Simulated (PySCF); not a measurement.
# Finite-field polarisability of Bi⁻ (bismuth, charge -1)

[Xe] 4f14 5d10 6s2 6p4, high-spin 3P determinant. All numbers are calculated (PySCF 2.14, the spin-free X2C one-electron Hamiltonian (Gaussian nucleus), in x2c-TZVPPall with one added diffuse shell each of s, p, d, f type (12s8p7d4f, 99 functions)). Frozen: [Xe] 4f14 5d10. Energy changes in a uniform field (μhartree):

| axis | F (au) | HF | MP2 | CCSD | CCSD(T) |
| --- | --- | --- | --- | --- | --- |
| x | 0.0014 | -104.408 | -111.048 | -111.752 | -113.620 |
| x | 0.0028 | -417.838 | -444.396 | -447.227 | -454.697 |
| y | 0.0011 | -95.620 | -96.312 | -100.431 | -101.958 |
| y | 0.0022 | -382.993 | -384.766 | -401.885 | -407.913 |

By symmetry the remaining axis equals x.

Derive α along x at CCSD(T) from the two fields.

With ΔE = −αF²/2 − γF⁴/24, α = −(16 ΔE(F) − ΔE(2F))/(6F²) = 115.9 bohr³.

And the mean polarisability at each level?

The components xx, yy, zz at CCSD(T) are 115.9, 168.5, 115.9, the third axis being equal by symmetry to one of the two computed. Means: HF 123.7, MP2 128.6, CCSD 131.3, CCSD(T) 133.5 bohr³.

The polarisability of an anion needs two sets of diffuse s and p functions; this basis lacks them, so these values show the method and not the converged property.

Spin-orbit coupling is strong in this species (close to jj coupling), so the high-spin LS determinant is a model state, not a physical level.
